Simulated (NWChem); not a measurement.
Molecule: ZnH2Se; SMILES [ZnH][SeH]

```xyz
4

Zn     0.0124    -1.1962     0.0000
H      0.0082    -2.7379     0.0000
Se     0.0312     1.1028     0.0000
H     -1.4424     1.1258     0.0000
```
Atoms are numbered in this order, from 1.

Computed with NWChem. The geometry was optimised at PBE0/def2-SVP. Ions are spin-unrestricted doublets at the neutral geometry; other ion states weren't tried.

Problem. What does the run give for PBE/def2-SVP? Quantities: vertical ionisation energy, ΔSCF (eV); −ε(HOMO) (eV).

Solution. 
```json
{
 "vertical ionisation energy, ΔSCF (eV)": "9.14",
 "−ε(HOMO) (eV)": "5.54"
}
```
